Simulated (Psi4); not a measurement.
**Psi4 input wanted**

The species is BCF5 (7 atoms), meant as a singlet with charge 0. As SMILES, `FB(F)C(F)(F)F`. Geometry: optimised at PBE/def2-SVP. The run starts from this shape.

```xyz
7

F     1.2271   -1.3580    0.7477
B     0.0638   -0.8672    0.3673
F    -1.0239   -1.6051    0.4883
C    -0.0472    0.6269   -0.2403
F    -0.6704    0.6071   -1.4460
F    -0.7764    1.4165    0.5913
F     1.1598    1.2080   -0.4084
```

Settings wanted:

```yaml
task: optimise
method: DFT
functional: PBE0
dispersion: D4
basis_set: def2-TZVP
reference: RKS
relativity: none
integrals: df
integral_approximation: program's default
core_potential: none
frozen_core_orbitals: 0
integration_grid: 75 radial × 302 angular
symmetry: c1
threads: 2
geom_maxiter: 50
max_force_g_convergence: 0.0002
```

Q: Write the Psi4 1.11 input and the command.

A: One that was run (others would do as well):

job.py:
```python
import psi4

psi4.set_memory('3300 MB')
psi4.set_num_threads(2)
psi4.core.set_output_file('cbf5.out', False)

m = psi4.geometry("""
0 1
F      1.227143    -1.357977     0.747689
B      0.063773    -0.867213     0.367275
F     -1.023946    -1.605079     0.488282
C     -0.047204     0.626907    -0.240334
F     -0.670446     0.607073    -1.446037
F     -0.776409     1.416518     0.591263
F      1.159815     1.207992    -0.408356
units angstrom
symmetry c1
""")

psi4.set_options({
    'basis': 'def2-TZVP',
    'scf_type': 'df',
    'geom_maxiter': 50,
    'max_force_g_convergence': 0.0002,
})

e, wfn = psi4.optimize('pbe0-d4', molecule=m, return_wfn=True)
print(f'total energy {e:.8f} hartree = {e * 27.211386:.5f} eV')
m.save_xyz_file('final.xyz', False)
for k, v in sorted(psi4.core.scalar_variables().items()):
    print(f'{k:45s} {v:18.10f}')
```

```bash
$ python job.py
```

Calculated total energy at the end of the run: -562.00023 Eh.
